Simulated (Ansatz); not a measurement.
Potential energy surface of H2Be, singlet: symmetric bend, bond length relaxed. Scanned: H-Be-H angle. Other coordinates (Be-H bond length) were minimised at B3LYP/def2-TZVP.

The free coordinates were minimised at B3LYP/def2-TZVP in PySCF; the energy column is full CI/cc-pVTZ, frozen core run with Ansatz (a first-principles code), in kcal/mol.

```json
[
 {"a / °": "180", "Be-H bond length / Å": "1.330", "E": "0.0"},
 {"a / °": "170.57", "Be-H bond length / Å": "1.330", "E": "0.4"},
 {"a / °": "159.83", "Be-H bond length / Å": "1.331", "E": "2.0"},
 {"a / °": "147.95", "Be-H bond length / Å": "1.333", "E": "5.0"},
 {"a / °": "137.55", "Be-H bond length / Å": "1.336", "E": "8.9"},
 {"a / °": "129.41", "Be-H bond length / Å": "1.339", "E": "12.9"},
 {"a / °": "120.03", "Be-H bond length / Å": "1.343", "E": "18.5"},
 {"a / °": "107.66", "Be-H bond length / Å": "1.349", "E": "27.7"},
 {"a / °": "102.04", "Be-H bond length / Å": "1.353", "E": "32.6"},
 {"a / °": "88.81", "Be-H bond length / Å": "1.362", "E": "46.5"},
 {"a / °": "78.58", "Be-H bond length / Å": "1.368", "E": "59.6"},
 {"a / °": "70.30", "Be-H bond length / Å": "1.372", "E": "71.7"},
 {"a / °": "60", "Be-H bond length / Å": "1.375", "E": "88.5"}
]
```
